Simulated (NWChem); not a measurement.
The numbers come from NWChem runs, not from measurements. System: iodoethane (C₂H₅I), charge 0, spin multiplicity 1, at a geometry optimised with B3LYP/def2-SVP with def2 effective core potentials on I. Level: TD-CAM-B3LYP/def2-SVP with def2 effective core potentials on I.

Job file:

```
start mol
memory heap 200 mb stack 900 mb global 1100 mb
geometry units angstroms nocenter noautoz
  C      2.449903     0.388847     0.000000
  C      1.121057     1.117350     0.000000
  I     -0.599613    -0.248089     0.000000
  H      2.568306    -0.245376     0.891366
  H      3.268701     1.130596     0.000000
  H      2.568306    -0.245376    -0.891366
  H      0.974204     1.735838     0.894235
  H      0.974204     1.735838    -0.894235
  symmetry group Cs
end
basis spherical
  * library def2-svp
end
ecp
  I library def2-ecp
end
dft
  xc xcamb88 1.00 lyp 0.81 vwn_5 0.19 hfexch 1.00
  cam 0.33 cam_alpha 0.19 cam_beta 0.46
  direct
  iterations 100
end
tddft
  rpa
  nroots 6
  notriplet
  thresh 1e-4
end
task tddft energy
```

Output (cleaned and shortened):

```
             Northwest Computational Chemistry Package (NWChem) 7.3.0
             --------------------------------------------------------

                                NWChem Input Module
                                -------------------

 Scaling coordinates for geometry "geometry" by  1.889725989
 (inverse scale =  0.529177249)

 Turning off AUTOSYM since
 SYMMETRY directive was detected!

                             Geometry "geometry" -> ""
                             -------------------------

 Output coordinates in angstroms (scale by  1.889725989 to convert to a.u.)

  No.       Tag          Charge          X              Y              Z
 ---- ---------------- ---------- -------------- -------------- --------------
    1 C                    6.0000     2.44990300     0.38884700     0.00000000
    2 C                    6.0000     1.12105700     1.11735000     0.00000000
    3 I                   53.0000    -0.59961300    -0.24808900     0.00000000
    4 H                    1.0000     2.56830600    -0.24537600     0.89136600
    5 H                    1.0000     3.26870100     1.13059600     0.00000000
    6 H                    1.0000     2.56830600    -0.24537600    -0.89136600
    7 H                    1.0000     0.97420400     1.73583800     0.89423500
    8 H                    1.0000     0.97420400     1.73583800    -0.89423500

 Effective nuclear repulsion energy (a.u.)     212.0429688535

            Nuclear Dipole moment (a.u.)
            ----------------------------
        X                 Y               Z
 ---------------- ---------------- ----------------
    -0.0000151178    -0.0000283459     0.0000000000

      Symmetry information
      --------------------

 Group name             Cs
 Group number              2
 Group order               2
 No. of unique centers     6

      Symmetry unique atoms

     1    2    3    4    5    7


 Summary of "ao basis" -> "" (spherical)
 ------------------------------------------------------------------------------
       Tag                 Description            Shells   Functions and Types
 ---------------- ------------------------------  ------  ---------------------
 *                          def2-svp                  on all atoms

                                 NWChem DFT Module
                                 -----------------

 Summary of "ao basis" -> "ao basis" (spherical)
 ------------------------------------------------------------------------------
       Tag                 Description            Shells   Functions and Types
 ---------------- ------------------------------  ------  ---------------------
 C                          def2-svp                 6       14   3s2p1d
 I                          def2-svp                10       26   4s4p2d
 H                          def2-svp                 3        5   2s1p

 Summary of "ao basis" -> "ao basis" (spherical)
 ------------------------------------------------------------------------------
       Tag                 Description            Shells   Functions and Types
 ---------------- ------------------------------  ------  ---------------------
 C                          def2-svp                 6       14   3s2p1d
 I                          def2-svp                10       26   4s4p2d
 H                          def2-svp                 3        5   2s1p

      Symmetry analysis of basis
      --------------------------

        a'         52
        a"         27

  int_init: cando_txs set to always be  F

            General Information
            -------------------
          SCF calculation type: DFT
          Wavefunction type:  closed shell.
          No. of atoms     :     8
          No. of electrons :    42
           Alpha electrons :    21
            Beta electrons :    21
          Charge           :     0
          Spin multiplicity:     1
          Use of symmetry is: off; symmetry adaption is: on
          Maximum number of iterations: 100
          This is a Direct SCF calculation.
          AO basis - number of functions:    79
                     number of shells:    37
          Convergence on energy requested:  1.00D-06
          Convergence on density requested:  1.00D-05
          Convergence on gradient requested:  5.00D-04

              XC Information
              --------------
                     Hartree-Fock (Exact) Exchange  1.000
                   CAM-Becke88 Exchange Functional  1.000
                      VWN V Correlation Functional  0.190 local
              Lee-Yang-Parr Correlation Functional  0.810

           Range-Separation Parameters
           ---------------------------
           Alpha           :  0.19
           Beta            :  0.46
           Gamma           :  0.33
           Short-Range HF  :     F

             Grid Information
             ----------------
          Grid used for XC integration:  medium
          Radial quadrature: Mura-Knowles
          Angular quadrature: Lebedev.
          Tag              B.-S. Rad. Rad. Pts. Rad. Cut. Ang. Pts.
          ---              ---------- --------- --------- ---------
          C                   0.70       49          10.0       434
          I                   1.40      123          11.0       590
          H                   0.35       45          11.0       434
          Grid pruning is: on
          Number of quadrature shells:   446
          Spatial weights used:  Erf1

          Convergence Information
          -----------------------
          Convergence aids based upon iterative change in
          total energy or number of iterations.
[...]
              XC Information
              --------------
              Hartree-Fock (Exact) Exchange   1.00
            CAM-Becke88 Exchange Functional   1.00
               VWN V Correlation Functional   0.19 local
       Lee-Yang-Parr Correlation Functional   0.81
           Alpha           :  0.19
           Beta            :  0.46
           Gamma           :  0.33

             TDDFT Information
             -----------------
          Calculation type : TDDFT
         Wavefunction type : Restricted singlets
          No. of electrons :      42
           Alpha electrons :      21
            Beta electrons :      21
              No. of roots :       6
          Max subspacesize :    5200
            Max iterations :     100
               Target root :       1
           Target symmetry : none
      Symmetry restriction : off
                 Algorithm : Optimal
        Davidson threshold :  0.10D-03

            Memory Information
            ------------------
          Available GA space size is         144172959 doubles
          Available MA space size is         110619140 doubles
          Length of a trial vector is         1218
          Algorithm : Incore multiple tensor contraction
          Estimated peak GA usage is          25673548 doubles
          Estimated peak MA usage is             25800 doubles

    6 smallest eigenvalue differences (eV)
--------------------------------------------------------
  No. Spin  Occ  Vir  Irrep   E(Occ)    E(Vir)   E(Diff)
--------------------------------------------------------
    1    1   21   22 a"       -0.307     0.014     8.742
    2    1   20   22 a'       -0.308     0.014     8.775
    3    1   19   22 a'       -0.383     0.014    10.805
    4    1   21   23 a"       -0.307     0.103    11.152
    5    1   20   23 a'       -0.308     0.103    11.185
    6    1   18   22 a"       -0.436     0.014    12.261
--------------------------------------------------------

  Entering Davidson iterations
  Restricted singlet excited states

  Iter   NTrls   NConv    DeltaV     DeltaE      Time
  ----  ------  ------  ---------  ---------  ---------
    1      6       0     0.31E+00   0.10+100       10.7
    2     18       0     0.57E-01   0.31E-01       17.6
    3     30       0     0.18E-01   0.19E-02       16.9
    4     42       0     0.55E-02   0.19E-03       14.9
    5     54       1     0.23E-02   0.30E-04       17.7
    6     64       2     0.90E-03   0.45E-05       12.0
    7     71       4     0.24E-03   0.53E-06       14.1
    8     75       6     0.83E-04   0.30E-07       11.5
  ----  ------  ------  ---------  ---------  ---------
  Convergence criterion met

  Ground state a'       -376.813082849898 a.u.

  ----------------------------------------------------------------------------
  Root   1 singlet a"             0.178879081 a.u.                4.8675 eV
  ----------------------------------------------------------------------------
     Transition Moments    X -0.00000   Y -0.00000   Z -0.05989
     Transition Moments   XX  0.00000  XY -0.00000  XZ -0.55381
     Transition Moments   YY -0.00000  YZ -0.35015  ZZ  0.00000
     Dipole Oscillator Strength                    0.0004277683
     Electric Quadrupole                           0.0000000131
     Magnetic Dipole                               0.0000005647
     Total Oscillator Strength                     0.0004283460

          sigma_e =   1.8858 Angstrom
          sigma_h =   1.4834 Angstrom
         |d_h->e| =   0.6842 Angstrom
            d_exc =   2.4934 Angstrom
            d_CD1 =   1.0866 Angstrom
            d_CD2 =  -1.0004 Angstrom
            d_CD3 =   3.1776 Angstrom
     Pearson C.C. =   0.0013

     Occ.   21  a"  ---  Virt.   22  a'  -0.99659 X
     Occ.   21  a"  ---  Virt.   23  a'   0.06559 X
  ----------------------------------------------------------------------------
  Root   2 singlet a'             0.180576559 a.u.                4.9137 eV
  ----------------------------------------------------------------------------
     Transition Moments    X -0.02258   Y  0.04166   Z -0.00000
     Transition Moments   XX -0.39398  XY  0.04941  XZ -0.00000
     Transition Moments   YY  0.62280  YZ -0.00000  ZZ -0.06228
     Dipole Oscillator Strength                    0.0002702886
     Electric Quadrupole                           0.0000000085
     Magnetic Dipole                               0.0000007532
     Total Oscillator Strength                     0.0002710503

          sigma_e =   1.8908 Angstrom
          sigma_h =   1.4937 Angstrom
         |d_h->e| =   0.6890 Angstrom
            d_exc =   2.5049 Angstrom
            d_CD1 =   1.0861 Angstrom
            d_CD2 =  -1.0032 Angstrom
            d_CD3 =   3.1939 Angstrom
     Pearson C.C. =   0.0011

     Occ.   20  a'  ---  Virt.   22  a'   0.99705 X
     Occ.   20  a'  ---  Virt.   23  a'  -0.06033 X
  ----------------------------------------------------------------------------
  Root   3 singlet a'             0.297917389 a.u.                8.1067 eV
  ----------------------------------------------------------------------------
     Transition Moments    X  1.28189   Y  0.90824   Z -0.00000
     Transition Moments   XX  1.63373  XY  0.18061  XZ  0.00000
     Transition Moments   YY  1.27763  YZ -0.00000  ZZ  0.26483
     Dipole Oscillator Strength                    0.4901997056
     Electric Quadrupole                           0.0000000756
     Magnetic Dipole                               0.0000025629
     Total Oscillator Strength                     0.4902023440

          sigma_e =   2.1980 Angstrom
          sigma_h =   1.9979 Angstrom
         |d_h->e| =   0.2533 Angstrom
            d_exc =   3.0102 Angstrom
            d_CD1 =   0.4534 Angstrom
            d_CD2 =  -1.8446 Angstrom
            d_CD3 =   3.2636 Angstrom
     Pearson C.C. =  -0.0199

     Occ.   17  a'  ---  Virt.   22  a'  -0.15904 X
     Occ.   18  a"  ---  Virt.   27  a"  -0.05502 X
     Occ.   19  a'  ---  Virt.   22  a'  -0.91003 X
     Occ.   19  a'  ---  Virt.   22  a'   0.06206 Y
     Occ.   19  a'  ---  Virt.   23  a'  -0.11243 X
     Occ.   20  a'  ---  Virt.   23  a'   0.30877 X
     Occ.   20  a'  ---  Virt.   24  a'   0.07852 X
     Occ.   20  a'  ---  Virt.   30  a'   0.06421 X
     Occ.   21  a"  ---  Virt.   25  a"   0.05964 X
     Occ.   21  a"  ---  Virt.   27  a"   0.05267 X
     Occ.   21  a"  ---  Virt.   31  a"   0.06057 X
  ----------------------------------------------------------------------------
  Root   4 singlet a"             0.307428659 a.u.                8.3656 eV
  ----------------------------------------------------------------------------
     Transition Moments    X -0.00000   Y -0.00000   Z  0.18161
     Transition Moments   XX  0.00000  XY -0.00000  XZ -0.63145
     Transition Moments   YY -0.00000  YZ -0.89147  ZZ -0.00000
     Dipole Oscillator Strength                    0.0067594484
     Electric Quadrupole                           0.0000001847
     Magnetic Dipole                               0.0000014459
     Total Oscillator Strength                     0.0067610790

          sigma_e =   2.3564 Angstrom
          sigma_h =   1.5171 Angstrom
         |d_h->e| =   2.5139 Angstrom
            d_exc =   3.7573 Angstrom
            d_CD1 =   3.3532 Angstrom
            d_CD2 =   0.5771 Angstrom
            d_CD3 =   6.2711 Angstrom
     Pearson C.C. =   0.0079

     Occ.   21  a"  ---  Virt.   22  a'   0.07003 X
     Occ.   21  a"  ---  Virt.   23  a'   0.96637 X
     Occ.   21  a"  ---  Virt.   24  a'  -0.19533 X
     Occ.   21  a"  ---  Virt.   26  a'   0.12224 X
     Occ.   21  a"  ---  Virt.   29  a'   0.05049 X
  ----------------------------------------------------------------------------
  Root   5 singlet a'             0.311451674 a.u.                8.4750 eV
  ----------------------------------------------------------------------------
     Transition Moments    X  0.86684   Y  0.24896   Z -0.00000
     Transition Moments   XX  1.17381  XY  0.95236  XZ -0.00000
     Transition Moments   YY  1.13057  YZ -0.00000  ZZ  0.35231
     Dipole Oscillator Strength                    0.1688873902
     Electric Quadrupole                           0.0000001803
     Magnetic Dipole                               0.0000000432
     Total Oscillator Strength                     0.1688876137

          sigma_e =   2.3580 Angstrom
          sigma_h =   1.6107 Angstrom
         |d_h->e| =   2.2701 Angstrom
            d_exc =   3.6788 Angstrom
            d_CD1 =   3.0174 Angstrom
            d_CD2 =   0.2858 Angstrom
            d_CD3 =   5.9490 Angstrom
     Pearson C.C. =  -0.0297

     Occ.   17  a'  ---  Virt.   22  a'  -0.07642 X
     Occ.   19  a'  ---  Virt.   22  a'  -0.26291 X
     Occ.   20  a'  ---  Virt.   22  a'  -0.05909 X
     Occ.   20  a'  ---  Virt.   23  a'  -0.91534 X
     Occ.   20  a'  ---  Virt.   24  a'   0.23418 X
     Occ.   20  a'  ---  Virt.   26  a'  -0.13361 X
  ----------------------------------------------------------------------------
  Root   6 singlet a"             0.313879742 a.u.                8.5411 eV
  ----------------------------------------------------------------------------
     Transition Moments    X -0.00000   Y -0.00000   Z -0.00491
     Transition Moments   XX -0.00000  XY -0.00000  XZ -0.35217
     Transition Moments   YY -0.00000  YZ  0.73339  ZZ -0.00000
     Dipole Oscillator Strength                    0.0000050383
     Electric Quadrupole                           0.0000001090
     Magnetic Dipole                               0.0000015279
     Total Oscillator Strength                     0.0000066752

          sigma_e =   1.8875 Angstrom
          sigma_h =   1.5662 Angstrom
         |d_h->e| =   1.6452 Angstrom
            d_exc =   2.9446 Angstrom
            d_CD1 =   1.9666 Angstrom
            d_CD2 =  -0.0817 Angstrom
            d_CD3 =   4.5898 Angstrom
     Pearson C.C. =   0.0088

     Occ.   15  a"  ---  Virt.   22  a'   0.15098 X
     Occ.   18  a"  ---  Virt.   22  a'  -0.98467 X

              Target root =      1
          Target symmetry = none
      Ground state energy =   -376.813082849898
        Excitation energy =      0.178879080782
     Excited state energy =   -376.634203769116

  stored tddft:energy   -376.63420376911557

 Task  times  cpu:      138.3s     wall:      138.3s

 Total times  cpu:      138.3s     wall:      138.3s
```
